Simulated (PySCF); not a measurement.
**Zr (zirconium, neutral) across methods**

[Kr] 4d2 5s2, high-spin 3F determinant. All numbers are calculated (PySCF 2.14, scalar relativity through the core potential, in def2-TZVPPD with the def2 core potential (28 electrons) (6s4p3d2f1g, 56 functions)).

| method | E (hartree) | mean ε 5s α (eV) | mean ε 4d α (eV) | mean ε 5s β (eV) | Σ⟨r²⟩ (bohr²) | ⟨S²⟩ |
| --- | --- | --- | --- | --- | --- | --- |
| PBE | -46.8993 | -4.661 | -4.274 | -4.049 | 61.20 | 2.004 |
| PBE0 | -46.8828 | -5.222 | -5.478 | -4.593 | 61.34 | 2.005 |
| revPBE | -46.9328 | -4.609 | -4.293 | -3.988 | 61.37 | 2.005 |
| r2SCAN | -46.9093 | -4.790 | -4.706 | -4.107 | 61.99 | 2.016 |
| wB97M-V | -46.8176 | -6.739 | -7.447 | -6.251 | 61.36 | 2.003 |
| M06-2X | -46.8165 | -5.851 | -6.492 | -5.208 | 61.34 | 2.006 |
| LDA | -46.7618 | -4.842 | -4.203 | -4.240 | 60.88 | 2.003 |
| UHF | -46.44455 | -6.303 | -8.817 | -5.365 | 64.29 | 2.016 |
| LC-wPBE | -46.8944 | -6.973 | -8.039 | -6.249 | 61.35 | 2.007 |

Energies and moments cover only the electrons outside the core potential.
